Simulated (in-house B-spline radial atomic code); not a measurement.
RPA and G0W0 on LDA VWN5: Sn3+

Configuration [Kr] 4d10 5s1, highest spin, mean-field start LDA VWN5. Computed with an all-electron radial atomic-structure program (B-spline basis): all electrons, non-relativistic, point nucleus, each spin shell either full or empty, empty states to l = 9 with an (l + 1/2)⁻⁴ tail; G0W0 by contour deformation at full frequency.

Without relativity these are model numbers: it shifts the levels of so heavy an element strongly and can reorder them.

Command:
```bash
python run_gw.py task.json out
```
Settings (radii: box in bohr, nucleus in fm):
```
Z                        50
electrons                47
configuration            [Kr] 4d10 5s1
hamiltonian              nr
method                   lda,vwn
lmax                     9
spin_polarised           True
box_radius               14.14
intervals                53
ion_configuration        [Kr] 4d10
```

Run time, properties included: 5.7 s on 1 thread of Arm Neoverse V2, on a shared host.

Energies (hartree):

```json
{"term": "mean-field total", "value": "-6018.06702"}
{"term": "Hartree-Fock functional on these orbitals", "value": "-6021.11883"}
{"term": "direct second order", "value": "-4.176"}
{"term": "second-order exchange", "value": "1.1535"}
{"term": "SOSEX correction", "value": "1.0698"}
```

(1) What is the RPA correlation energy, and what remains with SOSEX?

Quasi-particle levels (eV):

| level | occupied | mean field | Σx - vxc | Σc | QP weight | G0W0 |
| --- | --- | --- | --- | --- | --- | --- |
| 5s up | yes | -35.53 | -2.58 | ? | ? | ? |
| 4d down | yes | -56.16 | -9.73 | 0.91 | 0.915 | -64.98 |
| 4d up | yes | -56.41 | -9.74 | 0.92 | 0.905 | -65.23 |
| 5s down | no | -34.39 | 7.56 | -2.88 | 0.929 | -29.709 |

G0W0 = mean field + (Σx - vxc) + Σc, with Σc (partial-wave tail included) taken at the quasi-particle energy. Only the outer levels were computed. Levels of low weight are left out.

(2) Where does G0W0 put 5s up?

(3) What does it cost to remove one electron (to [Kr] 4d10) by differences of total energies, each species on its own start (correlation terms add to the Hartree-Fock functional)?

## Answers

(1) RPA gives -3.6584 hartree (-2.12 eV per electron); RPA + SOSEX gives -2.5886, and the second-order doubles -3.0225 hartree (no singles). RPA lacks exchange-type terms and so overcorrelates at short range.

(2) At -40.10 eV, with Σc = -1.98 eV and a quasi-particle weight of 0.958. The tabulated removal energy is 40.74 ± 0.04 eV (NIST, measured); the calculation leaves out relativity, Breit and QED terms, and what these don't explain is the method's own error.

(3) LDA VWN5 40.24 eV, Hartree-Fock functional 37.76 eV, + RPA 39.85 eV, + RPA + SOSEX 39.10 eV, + second order 40.13 eV. Tabulated: 40.74 ± 0.04 eV (NIST, measured); the calculation leaves out relativity, Breit and QED terms, and what these don't explain is the method's own error.
